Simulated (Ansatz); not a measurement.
Species: C$_{3}$H$_{10}$O$_{4}$Sn, SMILES `C[O][Sn]([OH])([O]C)[O]C` (charge 0, multiplicity 1).

Q: Give a relaxed geometry from PBE0-D4/def2-SVP (Ansatz, a program for electronic structure).

A: Several could match; the one computed here: the end point of this relaxation, one of several conformers (outside a Z-matrix the atoms follow the SMILES, hydrogens last).
Z-matrix (Å, degrees):
```
Sn
O 1 1.9640
C 2 1.4065 1 121.24
H 3 1.1026 2 108.02 1 166.01
H 3 1.1048 4 107.86 2 122.37
H 3 1.1060 4 107.59 5 116.28
O 1 1.9655 2 106.26 3 -163.85
C 7 1.4069 1 121.14 2 42.76
H 8 1.1024 7 108.04 1 -167.56
H 8 1.1048 9 107.84 7 -122.30
H 8 1.1059 9 107.59 10 -116.25
O 1 1.9663 2 116.23 3 78.51
H 12 0.9655 1 110.97 2 91.31
O 1 1.9666 2 105.21 3 -39.63
C 14 1.4056 1 121.34 2 168.15
H 15 1.1025 14 108.09 1 -167.27
H 15 1.1051 16 107.72 14 -122.40
H 15 1.1061 16 107.57 17 -116.12
```
